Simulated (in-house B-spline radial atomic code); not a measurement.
**Ionising Cs¹⁴⁺ with different functionals**

Computed with a B-spline radial code for spherical atoms: scalar-relativistic (spin-free X2C) Hamiltonian, Fermi nucleus of rms radius 4.8041 fm, spin-polarised at highest spin, spherical fractional occupations for the functionals, the average over the highest-spin determinants for Hartree-Fock. The ionisation energy is the difference of two self-consistent energies, [Kr] 4d5 → [Kr] 4d4, without Breit or QED terms; ε is the level of the shell that loses the electron (its least bound occupied spin orbital). There is no spin-orbit coupling in this Hamiltonian.

Hybrids are left out here: with spherical fractional occupations of an open shell their exact exchange keeps a self-interaction that integer-occupation calculations don't have.

```json
{"method": "Hartree-Fock", "rung": "Hartree-Fock", "ΔSCF (eV)": "353.97", "-ε(4d) (eV)": "355.02"}
{"method": "LDA exchange-only", "rung": "LDA", "ΔSCF (eV)": "351.99", "-ε(4d) (eV)": "337.33"}
{"method": "RPBE", "rung": "GGA", "ΔSCF (eV)": "?", "-ε(4d) (eV)": "?"}
{"method": "SCAN", "rung": "meta-GGA", "ΔSCF (eV)": "?", "-ε(4d) (eV)": "?"}
```

Question: What does RPBE give?

Answer: ΔSCF 354.03 eV, and -ε(4d) = 339.36 eV.

Question: What does SCAN give?

Answer: ΔSCF 355.12 eV, and -ε(4d) = 340.63 eV.

Question: How do they compare with the NIST value?

Answer: NIST lists 352 eV ± 3 (tabulated theory, ground level to ground level). Errors run from -0.01 to +3.12 eV; all lie within about twice that uncertainty, so the table can't rank the methods. Hartree-Fock also lacks correlation.
